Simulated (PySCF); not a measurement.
PbHF, SMILES [F][PbH] (connectivity only; charge and spin as stated), neutral, multiplicity 1.

Geometry: B3LYP-D3(BJ)/def2-TZVP. The def2 effective core potentials stand for the cores of Pb; spin–orbit coupling is left out.

The numbers are results of B3LYP-D3(BJ)/def2-TZVP run with PySCF, not measurements.

Frequencies are harmonic and unscaled.

```csv
mode,ν (cm⁻¹),IR (km/mol),Raman (Å⁴/amu),depolarisation,moving atoms (share of kinetic energy)
1,509,87.1,6.6,0.51,"F 91 %, Pb 8 %"
2,541,40.2,48.0,0.75,H 94 %
3,1564,556.5,270.0,0.34,H 99 %
```
